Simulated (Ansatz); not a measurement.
Ansatz (an electronic-structure program) input (CCSD(T)/def2-TZVPP):

Ansatz 0.2 input:
```yaml
crystal:
  periodic: [false, false, false]
  atoms:
    - {symbol: Na, position_ang: [-0.00000000, -0.00000000, -0.86720303]}
    - {symbol: F, position_ang: [0.00000000, 0.00000000, 1.05991481]}
basis:
  gaussian:
    orbitals: def2-TZVPP
magnetization: {spin_polarized: false}
correlation: {method: ccsd_t, electrons: outside_noble_gas}
```

Output:

```
Functional definition: HF
integrals: 0.03 GiB planned
494 factors; integrals over basis functions are off by at most 1.2e-3 eV
mean field: 0.10 GiB planned
mean field evaluation 1: about -7109.6495 eV, gradient 4.0e1 eV
mean field evaluation 2: about -7109.6496 eV, gradient 4.0e1 eV
mean field evaluation 4: about -7112.2078 eV, gradient 1.1e0 eV
mean field evaluation 8: about -7112.2108 eV, gradient 4.3e-4 eV
mean field evaluation 16: about -7112.2108 eV, gradient 1.9e-6 eV
mean field -7112.21076515 eV, -261.3689247898 hartree, gradient 1.9e-6 eV, S^2 0.000000; 0 other end points of the search recorded, 0 dependent functions left out
6 core orbitals not correlated
reference -7112.21076515 eV, -261.3689247898 hartree; 4, 4 occupied and 53, 53 virtual orbitals, 494 factors
second order -7.49988681 eV of doubles, -0.00000000 eV of singles
coupled cluster: 0.10 GiB planned
cycle   1  -7.25484416 eV  change    2.5e-1 eV  update   6.8e-2
cycle   2  -7.39161268 eV  change   -1.4e-1 eV  update   2.5e-2
cycle   3  -7.43012882 eV  change   -3.9e-2 eV  update   1.2e-2
cycle   4  -7.43316818 eV  change   -3.0e-3 eV  update   4.8e-3
cycle   5  -7.42870432 eV  change    4.5e-3 eV  update   2.1e-3
cycle   6  -7.42796401 eV  change    7.4e-4 eV  update   9.3e-4
cycle   7  -7.42828351 eV  change   -3.2e-4 eV  update   3.8e-4
cycle   8  -7.42830270 eV  change   -1.9e-5 eV  update   1.4e-4
cycle   9  -7.42824898 eV  change    5.4e-5 eV  update   5.9e-5
cycle  10  -7.42827288 eV  change   -2.4e-5 eV  update   2.7e-5
cycle  11  -7.42827907 eV  change   -6.2e-6 eV  update   1.1e-5
cycle  12  -7.42826847 eV  change    1.1e-5 eV  update   4.7e-6
cycle  13  -7.42826960 eV  change   -1.1e-6 eV  update   1.4e-6
perturbative correction -0.19211960 eV, -0.0070602651 hartree
Total energy: -7119.83115436 eV, -261.6489689278 hartree
```
